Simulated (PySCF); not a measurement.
SMILES CC(C)c1cccc(O)c1 (GFN2-xTB optimised geometry):

```
22

C     -1.441    -2.287     1.246
C     -1.764    -1.460     0.000
C     -1.476    -2.260    -1.273
C     -0.993    -0.163     0.000
C     -1.662     1.056    -0.002
C     -0.959     2.246    -0.001
C      0.424     2.243     0.000
C      1.104     1.031     0.000
O      2.465     0.966     0.000
C      0.394    -0.163     0.000
H     -2.051    -3.187     1.268
H     -1.642    -1.709     2.145
H     -0.395    -2.581     1.253
H     -2.833    -1.220     0.017
H     -2.076    -3.167    -1.291
H     -1.715    -1.668    -2.154
H     -0.427    -2.540    -1.322
H     -2.742     1.073    -0.003
H     -1.489     3.187    -0.002
H      0.976     3.174     0.001
H      2.833     1.857     0.001
H      0.956    -1.083     0.000
```

Computed with B3LYP/def2-SVP (PySCF 2.14.0).

What are the frontier orbital energies and the dipole moment?

HOMO-2 -8.75 eV, HOMO-1 -6.75 eV, HOMO -6.09 eV, LUMO -0.14 eV, LUMO+1 0.36 eV; dipole moment 1.04 D.

Meta-Löwdin charges at B3LYP/def2-SVP: C1 -0.28, C2 -0.04, C3 -0.28, C4 0.03, C5 -0.14, C6 -0.09, C7 -0.17, C8 0.22, O9 -0.44, C10 -0.16, H11 0.09, H12 0.09, H13 0.09, H14 0.08, H15 0.09, H16 0.09, H17 0.09, H18 0.09, H19 0.10, H20 0.09, H21 0.32, H22 0.10.
